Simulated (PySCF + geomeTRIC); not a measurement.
The multiplicity is imposed and other spin states were not computed.

Species: [Cu(NH3)(Cl)] (charge 0, multiplicity 1).

**Question.** Give a relaxed geometry from TPSS-D3(BJ)/def2-SVP (PySCF + geomeTRIC).

**Answer.** the end point of this relaxation.
Cartesian coordinates (Å) in one orientation:
```xyz
6

Cu    -0.084     0.035     0.012
N     -1.757     0.985     0.214
H     -2.387     0.531     0.889
H     -2.280     1.052    -0.670
H     -1.624     1.950     0.545
Cl     1.726    -0.994    -0.207
```
